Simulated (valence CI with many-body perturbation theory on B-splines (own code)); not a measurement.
The numbers below are computed, except where a source is named.
Energy levels of Te XLVII

Method: configuration interaction combined with many-body perturbation theory (CI+MBPT): four valence electrons over a frozen Dirac-Fock core [He], a basis of 9 s, 9 p, 8 d, 6 f, 3 g, 1 h functions for each j, with the one-electron correlation potential Σ1, the two-electron term Σ2, the three-electron term Σ3, Breit, model QED; selected CI, second order for the rest, scaled by the run's own slope (own B-spline code, finite nucleus).

No measured spectrum was set against this ion. As an estimate, large intervals hold to a few tenths of a per cent, small ones and those within an open d or f shell to about a per cent. Among the levels kept, up to 260 cm⁻¹ of a level comes from second order outside the variational space, and about a tenth of that is noise between levels of different J, which matters for small intervals.

Levels 1 to 44 of 44, with energies above the lowest level, (2s^2 2p1/2^2) J=0. "Leading %" is the weight of the configuration and term that name the level; weights of strongly mixed levels are sums over their largest components and can fall short, so below about 35 % the name and the second component can differ from the true leading terms, or belong to a minority configuration. In the jj column 3d3/2^4 stands for four electrons in 3d with j = 3/2.

```
No.  Configuration  Term  J  E (eV)  Leading %      g    Second component                Leading jj
  1        2s2 2p2    3P  0     0.0         71            29 % 2s2 2p2 1S       2s^2 2p1/2^2 (99 %)
  2        2s2 2p2    3P  1   279.7        100  1.485                      2s^2 2p1/2 2p3/2 (100 %)
  3        2s2 2p2    1D  2   294.9         62  1.170     38 % 2s2 2p2 3P  2s^2 2p1/2 2p3/2 (100 %)
  4         2s 2p3   3P°  2   455.3         44  1.586     36 % 2s 2p3 5S°   2s 2p1/2^2 2p3/2 (97 %)
  5         2s 2p3   3D°  1   513.9         37  1.072     25 % 2s 2p3 1P°   2s 2p1/2^2 2p3/2 (98 %)
  6        2s2 2p2    3P  2   586.4         62  1.295     37 % 2s2 2p2 1D       2s^2 2p3/2^2 (99 %)
  7        2s2 2p2    1S  0   624.9         70            29 % 2s2 2p2 3P       2s^2 2p3/2^2 (98 %)
  8         2s 2p3   3D°  2   720.9         48  1.536     46 % 2s 2p3 5S°   2s 2p1/2 2p3/2^2 (98 %)
  9         2s 2p3   3D°  3   754.4        100  1.315                      2s 2p1/2 2p3/2^2 (100 %)
 10         2s 2p3   3P°  0   789.5        100                             2s 2p1/2 2p3/2^2 (100 %)
 11         2s 2p3   3S°  1   803.4         42  1.290     40 % 2s 2p3 3D°   2s 2p1/2 2p3/2^2 (98 %)
 12         2s 2p3   1D°  2   813.6         72  1.077     21 % 2s 2p3 3D°   2s 2p1/2 2p3/2^2 (98 %)
 13         2s 2p3   3P°  1   817.3         51  1.363     31 % 2s 2p3 1P°   2s 2p1/2 2p3/2^2 (98 %)
 14            2p4    3P  2  1003.6         70  1.337         29 % 2p4 1D    2p1/2^2 2p3/2^2 (99 %)
 15            2p4    1S  0  1045.7         60                40 % 2p4 3P    2p1/2^2 2p3/2^2 (98 %)
 16         2s 2p3   3P°  2  1070.4         52  1.399     20 % 2s 2p3 1D°         2s 2p3/2^3 (98 %)
 17         2s 2p3   1P°  1  1124.8         42  1.207     26 % 2s 2p3 3S°         2s 2p3/2^3 (98 %)
 18            2p4    3P  1  1292.3        100  1.485                         2p1/2 2p3/2^3 (100 %)
 19            2p4    1D  2  1308.3         71  1.128         29 % 2p4 3P     2p1/2 2p3/2^3 (100 %)
 20            2p4    3P  0  1618.3         60                39 % 2p4 1S            2p3/2^4 (99 %)
 21      2s2 2p 3s   3P°  0  4626.5         99                                 2s^2 2p1/2 3s (99 %)
 22      2s2 2p 3s   3P°  1  4629.2         67  1.324  32 % 2s2 2p 3s 1P°      2s^2 2p1/2 3s (99 %)
 23      2s2 2p 3p    3D  1  4680.2         73  0.654   23 % 2s2 2p 3p 1P   2s^2 2p1/2 3p1/2 (99 %)
 24      2s2 2p 3p    3P  0  4708.2         69          30 % 2s2 2p 3p 1S   2s^2 2p1/2 3p1/2 (98 %)
 25      2s2 2p 3p    3P  1  4767.4         30  1.679   19 % 2s2 2p 3p 3S   2s^2 2p1/2 3p3/2 (64 %)
 26      2s2 2p 3p    3D  2  4778.3         55  1.160   29 % 2s2 2p 3p 1D   2s^2 2p1/2 3p3/2 (99 %)
 27      2s 2p2 3s    5P  1  4795.1         35  1.916   17 % 2s 2p2 3s 3S      2s 2p1/2^2 3s (62 %)
 28      2s 2p2 3s    3P  0  4808.2         72          27 % 2s 2p2 3s 1S      2s 2p1/2^2 3s (97 %)
 29      2s2 2p 3d   3F°  2  4822.7         74  0.754  20 % 2s2 2p 3d 1D°   2s^2 2p1/2 3d3/2 (99 %)
 30      2s2 2p 3d   3D°  1  4834.7         28  1.084  17 % 2s2 2p 3d 1P°   2s^2 2p1/2 3d3/2 (55 %)
 31      2s 2p2 3p   5D°  0  4842.3         51         44 % 2s 2p2 3p 3P°   2s 2p1/2^2 3p1/2 (97 %)
 32      2s2 2p 3d   3D°  1  4849.7         24  1.183  16 % 2s 2p2 3p 5D°   2s 2p1/2^2 3p1/2 (53 %)
 33      2s2 2p 3d   3P°  2  4856.4         46  1.281  34 % 2s2 2p 3d 3D°   2s^2 2p1/2 3d5/2 (98 %)
 34      2s2 2p 3d   3F°  3  4859.2         49  1.106  29 % 2s2 2p 3d 1F°   2s^2 2p1/2 3d5/2 (99 %)
 35      2s2 2p 3s   3P°  2  4928.8         92  1.488                          2s^2 2p3/2 3s (92 %)
 36      2s2 2p 3s   1P°  1  4934.6         63  1.142  31 % 2s2 2p 3s 3P°      2s^2 2p3/2 3s (94 %)
 37      2s 2p2 3p   3P°  2  4937.2         32  1.543  22 % 2s 2p2 3p 5P°   2s 2p1/2^2 3p3/2 (90 %)
 38      2s 2p2 3p   3D°  1  4941.4         33  1.095  18 % 2s 2p2 3p 1P°   2s 2p1/2^2 3p3/2 (92 %)
 39      2s 2p2 3d    5F  1  4980.3         44  0.429   33 % 2s 2p2 3d 3D   2s 2p1/2^2 3d3/2 (97 %)
 40      2s 2p2 3d    3D  2  4984.4         29  1.170   24 % 2s 2p2 3d 5F   2s 2p1/2^2 3d3/2 (90 %)
 41      2s2 2p 3p    3P  1  4993.1         51  1.449   24 % 2s2 2p 3p 3S   2s^2 2p3/2 3p1/2 (96 %)
 42      2s2 2p 3p    3D  2  4995.8         43  1.178   31 % 2s2 2p 3p 1D   2s^2 2p3/2 3p1/2 (95 %)
 43      2s 2p2 3d    3D  3  5012.2         31  1.365   21 % 2s 2p2 3d 5D   2s 2p1/2^2 3d5/2 (96 %)
 44      2s 2p2 3d    3F  2  5026.7         34  0.999   22 % 2s 2p2 3d 1D   2s 2p1/2^2 3d5/2 (90 %)
```

The ionisation energy to 2s2 2p 2P°_1/2 of the next ion comes out as 8240.7 eV (NIST: 8240 ± 4 eV (theoretical)). All 44 levels together are meant to be complete up to 5036.0 eV.
